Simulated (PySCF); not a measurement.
**Electronic structure of Ar (argon, neutral) at the PBE level**

Configuration: [Ar], closed-shell 1S. All numbers are calculated (PySCF 2.14, no relativity, point nucleus, in aug-cc-pwCVDZ (6s5p3d, 36 functions)).

| Quantity | Value |
| --- | --- |
| Total energy | -527.3253 hartree |
| One-electron energy | -728.3277 hartree |
| Hartree (Coulomb) energy | 231.6916 hartree |
| Exchange-correlation energy | -30.6892 hartree |
| Kinetic energy | 526.26367 hartree |
| ⟨S²⟩ | 0.0000 |
| ⟨L²⟩ | 0.000 |
| Sum of ⟨r⟩ | 16.09 bohr |
| Sum of ⟨r²⟩ | 26.27 bohr² |
| Density at the nucleus (Gaussians lack the cusp) | 3730 bohr⁻³ |
| Langevin diamagnetic susceptibility | -20.8 ×10⁻⁶ cm³/mol |

```csv
shell,electrons,mean orbital energy (hartree),"rms radius, mean of both spins (bohr)"
1s,2,-114.16474,0.0999
2s,2,-10.82470,0.453
2p,6,-8.43624,0.420
3s,2,-0.88542,1.53
3p,6,-0.37879,1.83
```
